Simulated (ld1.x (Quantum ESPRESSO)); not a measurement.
## Building the TM potential for arsenic (PBE, scalar-relativistic).

Input for ld1.x (Quantum ESPRESSO) 7.5:

```
&input
   title='As', zed=33., rel=1, dft='PBE', iswitch=3,
   config='[Ar] 3d10 4s1.5 4p3.5',
   nld=3, rlderiv=2.25, eminld=-5.0, emaxld=5.0, deld=0.02
 /
 &inputp
   pseudotype=2, tm=.true., lloc=2,
   nlcc=.true., new_core_ps=.true.,
   file_pseudopw='As.UPF', file_wfcaegen='ae.wfc', file_wfcncgen='nc.wfc', file_beta='beta', file_chi='chi'
 /
3
4S  1  0   1.50   0.00  1.65  1.65  0.0
4P  2  1   3.50   0.00  2.05  2.05  0.0
3D  3  2  10.00   0.00  0.55  0.55  0.0
 &test
   configts(1)='3d10 4s1.5 4p3.5'
 /
```

Command:

```bash
ld1.x < As.in > As.out
```

Output (shortened: banner, matrices, multipoles, cross overlaps and the repeated all-electron block are left out):

```
Program LD1 v.7.5
     --------------------------- All-electron run ----------------------------

     As
     scalar relativistic calculation

     atomic number is 33.00
     dft =PBE   lsd =0 sic =0 latt =0  beta=0.20 tr2=1.0E-14
     Exchange-correlation= PBE
                           (   1   4   3   4   0   0   0)
     mesh =1209 r(mesh) =  99.83237 a.u. xmin = -7.00 dx = 0.01250
     1 Ry =  13.60569312 eV, c = 137.03599908

     n l     nl                  e(Ry)          e(Ha)          e(eV)
     1 0     1S 1( 2.00)      -861.4339      -430.7169    -11720.4047
     2 0     2S 1( 2.00)      -109.3370       -54.6685     -1487.6054
     2 1     2P 1( 6.00)       -95.8788       -47.9394     -1304.4970
     3 0     3S 1( 2.00)       -14.0507        -7.0253      -191.1689
     3 1     3P 1( 6.00)        -9.8883        -4.9442      -134.5373
     3 2     3D 1(10.00)        -3.0490        -1.5245       -41.4840
     4 0     4S 1( 1.50)        -1.0982        -0.5491       -14.9421
     4 1     4P 1( 3.50)        -0.4059        -0.2030        -5.5231

     final scf error:  6.9E-15 reached in  36 iterations

     Etot =   -4521.272907 Ry,   -2260.636453 Ha,  -61515.051693 eV

     Ekin =    4608.312096 Ry,    2304.156048 Ha,   62699.280188 eV
     Encl =  -10896.190129 Ry,   -5448.095065 Ha, -148250.219109 eV
     Eh   =    1933.761956 Ry,     966.880978 Ha,   26310.171743 eV
     Exc  =    -167.156829 Ry,     -83.578414 Ha,   -2274.284515 eV

     normalization and overlap integrals

     s(1S/1S) =  1.000000  <r> =   0.0455  <r2> =    0.0028  r(max) =   0.0296
     s(2S/2S) =  1.000000  <r> =   0.2028  <r2> =    0.0485  r(max) =   0.1701
     s(2P/2P) =  1.000000  <r> =   0.1772  <r2> =    0.0385  r(max) =   0.1358
     s(3S/3S) =  1.000000  <r> =   0.5982  <r2> =    0.4124  r(max) =   0.5239
     s(3P/3P) =  1.000000  <r> =   0.6171  <r2> =    0.4475  r(max) =   0.5239
     s(3D/3D) =  1.000000  <r> =   0.6775  <r2> =    0.5805  r(max) =   0.4740
     s(4S/4S) =  1.000000  <r> =   1.9278  <r2> =    4.2816  r(max) =   1.6136
     s(4P/4P) =  1.000000  <r> =   2.5175  <r2> =    7.5159  r(max) =   1.9709

     ------------------------ End of All-electron run ------------------------

     --------------------- Generating NC pseudopotential ---------------------

      Generating local pot.: lloc=2, matching radius rcloc =   0.5500

      Computing core charge for nlcc:

       r > 0.28 : true rho core
      Core charge pseudized with two Bessel functions
      Integrated core pseudo-charge :  15.13

      Wfc   4S  rcut= 1.654  Using Troullier-Martins method

      Wfc   4P  rcut= 2.072  Using Troullier-Martins method

     ------------------- End of pseudopotential generation -------------------

     Computing logarithmic derivative in   2.24737
     Computing logarithmic derivative in   2.24737
     Computing the partial wave expansion
     R is outside the sphere for l=    0 j= 0.00
     R is outside the sphere for l=    1 j= 0.00
       no projector for channel:   2

     ---------------------- Testing the pseudopotential ----------------------

     As
     scalar relativistic calculation

     atomic number is 33.00   valence charge is 15.00
     dft =PBE   lsd =0 sic =0 latt =0  beta=0.20 tr2=1.0E-14
     mesh =1209 r(mesh) =  99.83237 xmin = -7.00 dx = 0.01250

     n l     nl             e AE (Ry)        e PS (Ry)    De AE-PS (Ry)
     3 2     3D   1(10.00)       -3.04902       -3.04859       -0.00043
     1 0     4S   1( 1.50)       -1.09822       -1.09823        0.00001
     2 1     4P   1( 3.50)       -0.40594       -0.40594        0.00000

     eps = 1.5E-15  iter = 18

     Etot =   -4521.272907 Ry,   -2260.636453 Ha,  -61515.051693 eV
     Etotps =  -296.028995 Ry,    -148.014498 Ha,   -4027.679666 eV

     Ekin =     332.626739 Ry,     166.313369 Ha,    4525.617334 eV
     Encl =    -720.184801 Ry,    -360.092400 Ha,   -9798.613393 eV
     Ehrt =     195.869553 Ry,      97.934777 Ha,    2664.941036 eV
     Ecxc =    -107.910921 Ry,     -53.955460 Ha,   -1468.202872 eV
     (Ecc =     -70.777306 Ry,     -35.388653 Ha,    -962.974299 eV)
     Epseu=       3.570434 Ry,       1.785217 Ha,      48.578231 eV

     ---------------------- End of pseudopotential test ----------------------
```

A Bessel basis up to 400 Ry misses an occupied level by 0.07 Ry, so cutoffs were not judged. Note: ghost states, extra bound levels that the all-electron valence spectrum of the same l lacks: s at -1238.6 eV, p at -521.1 eV, s at -28.4 eV (other channels not judged).

Generation and configuration tests took about 3.3 s on one core of a shared server CPU.

Transferability test of the new file with ld1.x, input:

```
&input
   title='As', zed=33., rel=1, dft='PBE', iswitch=2,
   config='[Ar] 3d10 4s1.5 4p3.5'
 /
 &test
   file_pseudo='As.UPF', nconf=8,
   configts(1)='3d10 4s1.5 4p3.5',
   configts(2)='3d10 4s2 4p3',
   configts(3)='3d10 4s2 4p2',
   configts(4)='3d10 4s2 4p1',
   configts(5)='3d10 4s2 4p2.5',
   configts(6)='3d10 4s1 4p4',
   configts(7)='3d10 4s1 4p3',
   configts(8)='3d10 4s1 4p0'
 /
```

```bash
ld1.x < As.test.in > As.test.out
```

Pseudopotential blocks of its output, shortened (energy terms left out; the distinct warnings before each block abridged to one line each):

```
     ---------------------- Testing the pseudopotential ----------------------

     n l     nl             e AE (Ry)        e PS (Ry)    De AE-PS (Ry)
     3 2     3D   1(10.00)       -3.04902       -3.04859       -0.00043
     1 0     4S   1( 1.50)       -1.09822       -1.09823        0.00001
     2 1     4P   1( 3.50)       -0.40594       -0.40594        0.00000

     eps = 5.1E-15  iter = 15

     Etot =   -4521.272907 Ry,   -2260.636453 Ha,  -61515.051693 eV
     Etotps =  -296.028997 Ry,    -148.014498 Ha,   -4027.679687 eV

     ---------------------- End of pseudopotential test ----------------------

          ---------------------- Testing the pseudopotential ----------------------

     n l     nl             e AE (Ry)        e PS (Ry)    De AE-PS (Ry)
     3 2     3D   1(10.00)       -2.98741       -2.98557       -0.00184
     1 0     4S   1( 2.00)       -1.06528       -1.06508       -0.00020
     2 1     4P   1( 3.00)       -0.38182       -0.38181       -0.00001

     eps = 4.2E-15  iter = 17

     Etot =   -4521.616832 Ry,   -2260.808416 Ha,  -61519.731037 eV
     Etotps =  -296.372912 Ry,    -148.186456 Ha,   -4032.358884 eV
     dEtot_ae =      -0.343925 Ry
     dEtot_ps =      -0.343915 Ry,   Delta E=      -0.000011 Ry

     ---------------------- End of pseudopotential test ----------------------

          ---------------------- Testing the pseudopotential ----------------------

     n l     nl             e AE (Ry)        e PS (Ry)    De AE-PS (Ry)
     3 2     3D   1(10.00)       -3.70427       -3.70078       -0.00349
     1 0     4S   1( 2.00)       -1.71657       -1.71654       -0.00003
     2 1     4P   1( 2.00)       -0.98044       -0.98051        0.00007

     eps = 7.6E-15  iter = 19

     Etot =   -4520.944389 Ry,   -2260.472195 Ha,  -61510.581986 eV
     Etotps =  -295.700386 Ry,    -147.850193 Ha,   -4023.208715 eV
     dEtot_ae =       0.328517 Ry
     dEtot_ps =       0.328610 Ry,   Delta E=      -0.000093 Ry

     ---------------------- End of pseudopotential test ----------------------

          ---------------------- Testing the pseudopotential ----------------------

     n l     nl             e AE (Ry)        e PS (Ry)    De AE-PS (Ry)
     3 2     3D   1(10.00)       -4.55237       -4.54681       -0.00556  !
     1 0     4S   1( 2.00)       -2.45831       -2.45927        0.00096
     2 1     4P   1( 1.00)       -1.66610       -1.66743        0.00132

     eps = 2.4E-15  iter = 26

     Etot =   -4519.627442 Ry,   -2259.813721 Ha,  -61492.664003 eV
     Etotps =  -294.382707 Ry,    -147.191353 Ha,   -4005.280767 eV
     dEtot_ae =       1.645465 Ry
     dEtot_ps =       1.646290 Ry,   Delta E=      -0.000825 Ry

     ---------------------- End of pseudopotential test ----------------------

          ---------------------- Testing the pseudopotential ----------------------

     n l     nl             e AE (Ry)        e PS (Ry)    De AE-PS (Ry)
     3 2     3D   1(10.00)       -3.32709       -3.32454       -0.00255
     1 0     4S   1( 2.00)       -1.37738       -1.37720       -0.00018
     2 1     4P   1( 2.50)       -0.66826       -0.66822       -0.00004

     eps = 5.7E-15  iter = 19

     Etot =   -4521.355539 Ry,   -2260.677769 Ha,  -61516.175960 eV
     Etotps =  -296.111593 Ry,    -148.055797 Ha,   -4028.803468 eV
     dEtot_ae =      -0.082632 Ry
     dEtot_ps =      -0.082596 Ry,   Delta E=      -0.000036 Ry

     ---------------------- End of pseudopotential test ----------------------

          ---------------------- Testing the pseudopotential ----------------------

     n l     nl             e AE (Ry)        e PS (Ry)    De AE-PS (Ry)
     3 2     3D   1(10.00)       -3.10880       -3.10865       -0.00016
     1 0     4S   1( 1.00)       -1.12970       -1.12970       -0.00001
     2 1     4P   1( 4.00)       -0.42908       -0.42902       -0.00006

     eps = 5.0E-15  iter = 17

     Etot =   -4520.924689 Ry,   -2260.462344 Ha,  -61510.313946 eV
     Etotps =  -295.680734 Ry,    -147.840367 Ha,   -4022.941335 eV
     dEtot_ae =       0.348218 Ry
     dEtot_ps =       0.348262 Ry,   Delta E=      -0.000045 Ry

     ---------------------- End of pseudopotential test ----------------------

          ---------------------- Testing the pseudopotential ----------------------

     n l     nl             e AE (Ry)        e PS (Ry)    De AE-PS (Ry)
     3 2     3D   1(10.00)       -3.82638       -3.82211       -0.00427
     1 0     4S   1( 1.00)       -1.78309       -1.78263       -0.00046
     2 1     4P   1( 3.00)       -1.03360       -1.03342       -0.00019

     eps = 2.8E-15  iter = 22

     Etot =   -4520.201533 Ry,   -2260.100767 Ha,  -61500.474919 eV
     Etotps =  -294.957624 Ry,    -147.478812 Ha,   -4013.102919 eV
     dEtot_ae =       1.071373 Ry
     dEtot_ps =       1.071373 Ry,   Delta E=       0.000000 Ry

     ---------------------- End of pseudopotential test ----------------------

          Warning: n=2, l=1 expected 0 nodes, found 1
     ---------------------- Testing the pseudopotential ----------------------

     n l     nl             e AE (Ry)        e PS (Ry)    De AE-PS (Ry)
     3 2     3D   1(10.00)       -6.65894       -6.63718       -0.02176  !
     1 0     4S   1( 1.00)       -4.18762       -4.18962        0.00200
     2 1     4P   1( 0.00)       -3.27438       -3.50029        0.22591  !

     eps = 5.1E-17  iter = 12

     Etot =   -4513.868824 Ry,   -2256.934412 Ha,  -61414.314022 eV
     Etotps =  -288.616938 Ry,    -144.308469 Ha,   -3926.833483 eV
     dEtot_ae =       7.404082 Ry
     dEtot_ps =       7.412059 Ry,   Delta E=      -0.007977 Ry

     ---------------------- End of pseudopotential test ----------------------
```
